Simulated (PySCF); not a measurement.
**Electron correlation in Yb⁴⁰⁺ (ytterbium, charge +40)**

Starting occupation: [Ar] 3d10 4s2. All numbers are calculated (PySCF 2.14, X2C-1e with screened-nucleus spin-orbit coupling, Gaussian nucleus, in an even-tempered Gaussian basis (19 s from 2 bohr⁻², ratio 2.6; 15 p from 2.6 bohr⁻², ratio 2.6; 10 d from 2.6 bohr⁻², ratio 2.6; 6 f from 2.7 bohr⁻², ratio 2.8)). Frozen: [Ar]; 12 electrons correlated; the 94 highest virtual spinors left out.

MP2 pair energies summed by pair of shells (mhartree):

```tsv
pair	energy	share (%)
3d3/2-3d5/2	-188.73	35.5
3d5/2-3d5/2	-133.11	25.0
4s1/2-4s1/2	-62.49	11.8
3d3/2-3d3/2	-57.37	10.8
3d5/2-4s1/2	-54.60	10.3
3d3/2-4s1/2	-35.36	6.7
```

Total MP2 correlation energy: -531.66 mhartree.

The virtual space was cut to 68 spinors, which keep -510.71 of the -531.66 mhartree of MP2 correlation.

```csv
level,correlation energy (mhartree)
CCSD,-511.27
(T),-0.75
CCSD(T),-512.02
```

Diagnostics: T1 = 0.00017, largest double amplitude 0.065.

Problem. Is a single reference adequate?

Solution. Yes: T1 lies below 0.03 and no double amplitude reaches 0.07.

The coupled-cluster values are those of the cut space; adding the MP2 remainder, -20.95 mhartree, estimates the full space.

At this charge the one-electron X2C treatment keeps the bare 1/r₁₂, with no two-electron picture change or Breit term. The effect here is smaller than on the frozen 1s shell.
